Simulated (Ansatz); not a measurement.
Molecule: C₄H₈O, charge 1, multiplicity 2. 
Geometry from a B3LYP-D3(BJ)/def2-TZVP (Ansatz, an electronic-structure program) optimisation:
```xyz
13

C      2.0310    -0.0228    -0.2507
C      0.8122    -0.1168     0.6313
C     -0.5774    -0.0201    -0.1007
C     -1.8000     0.2966     0.7497
O     -0.6445    -0.1964    -1.2742
H      2.9053    -0.0972     0.4020
H      2.0899     0.9347    -0.7671
H      2.0794    -0.8307    -0.9782
H      0.7051    -1.0921     1.1255
H      0.7500     0.6624     1.3951
H     -1.7664     1.3773     0.9202
H     -1.6952    -0.2250     1.7003
H     -2.7067     0.0205     0.2190
```
Charge +1, spin multiplicity 2.

Basis-set convergence of Hartree-Fock and MP2 correlation energies (hartree) with Ansatz. Correlated levels leave the core frozen unless marked. UHF or UKS for open shells. Spin-orbit coupling is left out. No relativistic terms.

```json
[
 {"basis": "cc-pVDZ", "functions": "110", "E(HF)": "-230.71528", "E(corr, MP2)": "-0.68877"},
 {"basis": "cc-pVTZ", "functions": "262", "E(HF)": "(withheld)", "E(corr, MP2)": "(withheld)"}
]
```

Fill in the missing entries.


- cc-pVTZ, E(HF): -230.78110
- cc-pVTZ, E(corr, MP2): -0.85062
